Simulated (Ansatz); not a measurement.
C2H6O2SSi can be A, `C=C[Si](O)(O)S`, or B, `O=COC[SiH2]S`.

Calculated with Ansatz (gas phase, PBE0-D4/def2-TZVP geometries, no zero-point term in ΔE). CCSD(T)/CBS adds triple-zeta CCSD(T) − MP2 to the extrapolated MP2 energy (def2 sets, frozen cores). Functionals use def2-TZVPP. B3LYP here is the variant with VWN-RPA as its local correlation; programs differ in this. One conformer a species, not always the lowest.

**Question.** Which isomer does CCSD(T)/CBS put lower? Give the gap. (An estimate is asked.)

**Answer.** Ansatz gave: A, by 72.7 kcal/mol.

**Question.** Give E(B) − E(A) in kcal/mol with PBE0-D4, B3LYP-D4, B3LYP, B2PLYP, MP2/def2-TZVPP, HF/def2-TZVPP, r2SCAN-D4. (Best estimate.)

**Answer.** Ansatz gave: PBE0-D4 65.2, B3LYP-D4 67.0, B3LYP 65.8, B2PLYP 68.4, MP2/def2-TZVPP 72.9, HF/def2-TZVPP 69.6, r2SCAN-D4 66.7. None reverses the order clearly.

Largest T1 diagnostic: 0.015.

From PBE to PBE0 (25 % exact exchange), in def2-TZVPP and without D4, E(B) − E(A) moves by +4.2 kcal/mol. The D4 term adds +1.2 kcal/mol with B3LYP and +0.6 kcal/mol with PBE0; it sums over pairs of atoms, weighted by their polarisabilities, and B3LYP, whose exchange is more repulsive, gets the larger term.
